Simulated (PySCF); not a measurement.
Energy of Fe (iron, neutral) between two integer charges

The 4s beta orbital of [Ar] 3d6 4s2 is emptied in steps (occupation f), with all orbitals relaxed, ending at [Ar] 3d6 4s1. Computed with PySCF 2.14 in jorge-DZP-DKH (8s6p2d1f, 43 functions), with the spin-free X2C one-electron Hamiltonian (Gaussian nucleus). The exact energy is a straight line in f; departures are measured from the line between the end points of the same method.

```tsv
f	PBE0 (eV)	LC-wPBE (eV)
1	0.000	0.000
0.75	-0.409	0.003
0.5	-0.546	-0.002
0.25	-0.408	-0.017
0	0.000	0.000
```

```json
{"method": "PBE0", "E(f=0) − E(f=1) (eV)": "7.474", "−ε at f=1 (eV)": "5.302", "−ε at f=0.5 (eV)": "7.470"}
{"method": "LC-wPBE", "E(f=0) − E(f=1) (eV)": "7.313", "−ε at f=1 (eV)": "7.340", "−ε at f=0.5 (eV)": "7.270"}
```

Orbital energy along the path (eV):

```csv
f,PBE0,LC-wPBE
1,-5.302,-7.340
0.75,-6.380,-7.312
0.5,-7.470,-7.270
0.25,-8.568,-7.247
0,-9.361,-7.318
```

Reference removal energy between the ground levels: 7.902 eV (measured; NIST Atomic Spectra Database, ionization energies). The calculation has no spin-orbit coupling.
